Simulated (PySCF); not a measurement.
Simulated outer-valence photoelectron spectrum of `C#C/C(F)=C(\F)Cl`. Method: EOM-IP-CCSD/aug-cc-pVDZ in PySCF, restricted Hartree–Fock reference, frozen core, non-relativistic, gas phase, PBE0-D3(BJ)/def2-SVP geometry.

Each root has a Gaussian of 0.6 eV full width with its one-hole share as area; cross sections and vibrations are left out, and the highest printed point is 100.

ionisation energy (eV), intensity and a bar:
```
      8.6          0 
      8.8          4 #
      9.0         20 ######
      9.2         52 ################
      9.4         73 ######################
      9.6         55 #################
      9.8         22 #######
     10.0          5 #
     10.2          1 
     10.4          0 
     10.6          0 
     10.8          1 
     11.0          6 ##
     11.2         24 #######
     11.4         57 #################
     11.6         76 #######################
     11.8         67 ####################
     12.0         68 ####################
     12.2         88 ##########################
     12.4        100 ##############################
     12.6         96 #############################
     12.8         78 #######################
     13.0         65 ####################
     13.2         73 ######################
     13.4         68 ####################
     13.6         37 ###########
     13.8         18 #####
     14.0         29 #########
     14.2         60 ##################
     14.4         71 #####################
     14.6         45 ##############
     14.8         16 #####
     15.0          9 ###
     15.2         27 ########
     15.4         58 ##################
     15.6         70 #####################
     15.8         46 ##############
     16.0         16 #####
     16.2          3 #
     16.4          0 
     16.6          2 #
     16.8         11 ###
     17.0         36 ###########
     17.2         66 ####################
     17.4         65 ####################
     17.6         35 ##########
     17.8         10 ###
     18.0          2
```

Question: Where are the maxima, and how many lines lie under the curve?

Answer: 7 maxima, at 9.4, 11.6, 12.5, 13.3, 14.4, 15.6 and 17.3 eV, from 8 lines. At this width some lines have no maximum of their own.

Question: List the lines with their holes.

Answer: 
```tsv
E (eV)	leading hole (HF orbital)	area	Koopmans (eV)
9.41	HOMO	0.96	9.67
11.58	HOMO-1	0.96	11.76
12.23	HOMO-2	0.94	12.85
12.66	HOMO-3	0.95	13.69
13.31	HOMO-4	0.94	14.62
14.35	HOMO-5	0.95	16.37
15.56	HOMO-6	0.94	18.18
17.29	HOMO-7	0.94	19.54
```

The widest gap, 2.17 eV, lies between 9.41 and 11.58 eV. Only orbitals with −ε under 21 eV, eight at most, were ionised, so the high end of the curve may lack lines.

Hardware: Arm Neoverse V2, one thread, on a shared host. Cost: 11 min wall, 3.1 GiB resident at most.
